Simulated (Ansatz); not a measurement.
`F[Si@@H](Cl)[Si@@H](F)Cl` → F• + `F[SiH](Cl)[SiH]Cl`•  (homolysis of the F–Si bond)

Computed with Ansatz on PBE0-D4/def2-TZVP structures; ΔE is electronic, products minus reactants. CCSD(T)/CBS adds triple-zeta CCSD(T) − MP2 to the extrapolated MP2 energy (def2 sets, frozen cores). This one scheme is used for every species, atoms too. Functionals use def2-TZVPP. No spin–orbit coupling; open shells (•) take unrestricted orbitals. Spin–orbit coupling would lower the free atoms: a little for F. One conformer a species, not always the lowest.

| level | ΔE (eV) | difference from CCSD(T)/CBS |
| --- | --- | --- |
| LDA (SPW92) | 7.32 | 0.71 |
| revPBE-D4 | 6.20 | -0.41 |
| r2SCAN-D4 | 6.35 | -0.26 |
| r2SCANh-D4 | 6.28 | -0.33 |
| BHLYP-D4 | 6.14 | -0.47 |
| B2PLYP | 6.43 | -0.18 |
| PBE-QIDH | 6.38 | -0.23 |
| revPBE | 6.12 | -0.49 |
| r2SCANh | 6.27 | -0.34 |
| LC-ωPBE | 6.43 | -0.18 |
| RPA@PBE/def2-TZVPP | 5.94 | -0.67 |
| MP2/def2-SVP | 6.30 | -0.31 |
| CCSD/def2-SVP | 5.93 | -0.68 |
| HF/def2-TZVPP | 4.89 | -1.72 |
| SCS-MP2/def2-TZVPP | 6.62 | 0.01 |
| SCS-MP2/def2-QZVPP | 6.76 | 0.15 |
| CCSD(T)/CBS | 6.61 | 0 |

Largest T1 diagnostic among the species: 0.013.

From BLYP to BHLYP (50 % exact exchange), in def2-TZVPP and without D4, ΔE moves by −0.21 eV: exact exchange takes away binding that semilocal exchange gives to molecules. In def2-TZVPP, CCSD(T) changes the Hartree–Fock value by +1.51 eV (the triples alone add +0.09 eV) and MP2 by +1.87 eV; breaking electron pairs costs correlation energy, which Hartree–Fock lacks. The D4 term adds +0.05 eV with B3LYP and +0.03 eV with PBE0; it sums over pairs of atoms, weighted by their polarisabilities, and B3LYP, whose exchange is more repulsive, gets the larger term.

B3LYP here is the variant with VWN-RPA as its local correlation; programs differ in this.

CCSD(T)/CBS has its own doubt, a few kJ/mol and more with outer-core shells, so smaller differences from it don't rank the levels.
